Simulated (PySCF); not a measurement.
# TDDFT excited states: C6H19N3Ti

Species: TiH(NMe2)3, C6H19N3Ti (singlet state).
Bonds: Ti1–N3, Ti1–N12, Ti1–N21, N3–C4, N3–C5, N12–C13, N12–C14, N21–C22, N21–C23. Hydrogens: H2 on Ti1; H6, H7, H8 on C4; H9, H10, H11 on C5; H15, H16, H17 on C13; H18, H19, H20 on C14; H24, H25, H26 on C22; H27, H28, H29 on C23.

The calculation used TDDFT wB97X-D/def2-SVPD, vertical, gas phase, core orbitals frozen in the response in PySCF 2.14.0, density-fitted response routines. Geometry: PBE0-D3(BJ)/def2-SVP; no solvent, vibrations or thermal averaging.

```json
{"state": "S1", "E (eV)": "4.34", "ν̃ (cm⁻¹)": "35040", "f": "0.0045", "|μ| (D)": "0.52", "main configurations (H = HOMO, L = LUMO)": "H→L/L+1 (≥66%), H-2/H-1→L/L+1 (≥23%)"}
{"state": "S2", "E (eV)": "4.36", "ν̃ (cm⁻¹)": "35140", "f": "0.0044", "|μ| (D)": "0.51", "main configurations (H = HOMO, L = LUMO)": "H→L/L+1 (≥64%), H-2/H-1→L/L+1 (≥25%)"}
{"state": "S3", "E (eV)": "4.40", "ν̃ (cm⁻¹)": "35480", "f": "0.0012", "|μ| (D)": "0.26", "main configurations (H = HOMO, L = LUMO)": "H-2/H-1→L/L+1 (≥95%)"}
{"state": "S4", "E (eV)": "4.64", "ν̃ (cm⁻¹)": "37400", "f": "0.013", "|μ| (D)": "0.86", "main configurations (H = HOMO, L = LUMO)": "H-3→L/L+1 (≥61%), H→L/L+1 (≥16%)"}
{"state": "S5", "E (eV)": "4.65", "ν̃ (cm⁻¹)": "37470", "f": "0.016", "|μ| (D)": "0.96", "main configurations (H = HOMO, L = LUMO)": "H-3→L/L+1 (≥56%), H→L/L+1 (≥17%), H-2/H-1→L/L+1 (≥9%)"}
{"state": "S6", "E (eV)": "4.73", "ν̃ (cm⁻¹)": "38130", "f": "0.065", "|μ| (D)": "1.90", "main configurations (H = HOMO, L = LUMO)": "H-2/H-1→L/L+1 (≥48%), H-3→L/L+1 (≥31%)"}
{"state": "S7", "E (eV)": "4.73", "ν̃ (cm⁻¹)": "38150", "f": "0.068", "|μ| (D)": "1.95", "main configurations (H = HOMO, L = LUMO)": "H-2/H-1→L/L+1 (≥52%), H-3→L/L+1 (≥26%)"}
{"state": "S8", "E (eV)": "4.81", "ν̃ (cm⁻¹)": "38820", "f": "0.016", "|μ| (D)": "0.94", "main configurations (H = HOMO, L = LUMO)": "H-2/H-1→L/L+1 (≥82%)"}
{"state": "S9", "E (eV)": "5.45", "ν̃ (cm⁻¹)": "43920", "f": "0.0010", "|μ| (D)": "0.22", "main configurations (H = HOMO, L = LUMO)": "H→L+4 (39%), H-2/H-1→L+3 (≥33%), H-2/H-1→L+2 (≥9%)"}
{"state": "S10", "E (eV)": "5.45", "ν̃ (cm⁻¹)": "43990", "f": "0.0009", "|μ| (D)": "0.21", "main configurations (H = HOMO, L = LUMO)": "H→L+5 (36%), H-2/H-1→L+3 (≥35%), H-2/H-1→L+2 (≥10%)"}
{"state": "S11", "E (eV)": "5.48", "ν̃ (cm⁻¹)": "44160", "f": "0.0076", "|μ| (D)": "0.60", "main configurations (H = HOMO, L = LUMO)": "H→L+3 (54%), H→L+2 (16%), H-2/H-1→L+4 (≥8%)"}
{"state": "S12", "E (eV)": "5.49", "ν̃ (cm⁻¹)": "44260", "f": "0.0026", "|μ| (D)": "0.36", "main configurations (H = HOMO, L = LUMO)": "H→L+4 (23%), H-2/H-1→L+4 (≥20%), H-2/H-1→L+5 (≥18%)"}
{"state": "S13", "E (eV)": "5.50", "ν̃ (cm⁻¹)": "44340", "f": "0.0021", "|μ| (D)": "0.32", "main configurations (H = HOMO, L = LUMO)": "H→L+5 (25%), H-2/H-1→L+4 (≥21%), H-2/H-1→L+5 (≥19%)"}
{"state": "S14", "E (eV)": "5.56", "ν̃ (cm⁻¹)": "44810", "f": "0.0001", "|μ| (D)": "0.06", "main configurations (H = HOMO, L = LUMO)": "H-2/H-1→L+5 (≥36%), H-2/H-1→L+4 (≥35%)"}
{"state": "S15", "E (eV)": "5.69", "ν̃ (cm⁻¹)": "45880", "f": "0.071", "|μ| (D)": "1.81", "main configurations (H = HOMO, L = LUMO)": "H-2/H-1→L+4 (≥26%), H-2/H-1→L+5 (≥24%), H→L+2 (8%)"}
```

Triplets, Tamm–Dancoff:

```json
{"state": "T1", "E (eV)": "3.78", "λ (nm)": "327.7", "main configurations (H = HOMO, L = LUMO)": "H-2/H-1→L/L+1 (≥79%)"}
{"state": "T2", "E (eV)": "3.88", "λ (nm)": "319.9", "main configurations (H = HOMO, L = LUMO)": "H-2/H-1→L/L+1 (≥38%), H→L/L+1 (≥24%)"}
{"state": "T3", "E (eV)": "3.88", "λ (nm)": "319.8", "main configurations (H = HOMO, L = LUMO)": "H-2/H-1→L/L+1 (≥38%), H→L/L+1 (≥23%)"}
{"state": "T4", "E (eV)": "4.21", "λ (nm)": "294.3", "main configurations (H = HOMO, L = LUMO)": "H-2/H-1→L/L+1 (≥40%), H→L/L+1 (≥32%)"}
```

The lowest singlet lies at 4.34 eV (285 nm, ultraviolet) and is very weak; its leading configuration is HOMO→LUMO/LUMO+1 (≥66%). The most intense listed level is S6/S7 at 4.73 eV (262 nm, f = 0.133 summed), 0.38 eV above S1. S4/S5, S6/S7, S9/S10 and S12/S13 lie within about 0.01 eV of each other in each set; the point group C3 has degenerate representations, and within a degenerate level the listed configurations can mix freely. For S1 the Löwdin share of titanium is 8% in HOMO and 71% in LUMO (ligand-to-metal charge transfer by this measure); for S6 the Löwdin share of titanium is 43% in HOMO-3 and 71% in LUMO+1. Of the 15 states listed, 6 reach f = 0.01 and 1 stays under 0.0005. Weighted by f, the mean energy of these states is 5.00 eV. The listed states span 1.34 eV, and the widest gap between neighbours is 0.63 eV (S8 to S9). Orbitals of the list HOMO-3 to LUMO+2 that lie within 0.01 eV of each other are written together with a slash and their weights summed (≥ marks a lower bound); for degenerate orbitals outside that list single weights are arbitrary. Only the lowest 15 singlets were computed, as vertical energies without vibronic structure.

Time: 2.0 min wall, 4.4 min CPU (grids of density and orbitals included); peak memory 3.0 GiB. Hardware: 2 threads of an Intel Xeon 6975P-C, no GPU, shared host.
